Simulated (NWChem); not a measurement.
Species: SiBiH$_{5}$; SMILES [SiH3][BiH2]

Results from NWChem. def2 effective core potentials on Bi; no spin-orbit coupling. Each level has its own optimisation; frequencies are unscaled.

| level | r Bi–H (Å) | r Bi–Si (Å) | r H–Si (Å) | highest harmonic frequency (cm⁻¹) | lowest (cm⁻¹) | zero-point energy (kcal/mol) |
|---|---|---|---|---|---|---|
| PBE/def2-SVP | 1.820 | [?] | 1.506 | 2175 | [?] | 22.2 |
| LDA (Slater exchange, VWN5)/def2-SVP | 1.808 | 2.659 | 1.506 | 2176 | 92 | 22.2 |
| PBE0/def2-SVP | 1.797 | 2.675 | 1.495 | 2241 | 104 | 23.1 |

**Question.** Fill in the missing entries.

**Answer.** 
- PBE/def2-SVP, r Bi–Si (Å): 2.698
- PBE/def2-SVP, lowest (cm⁻¹): 67
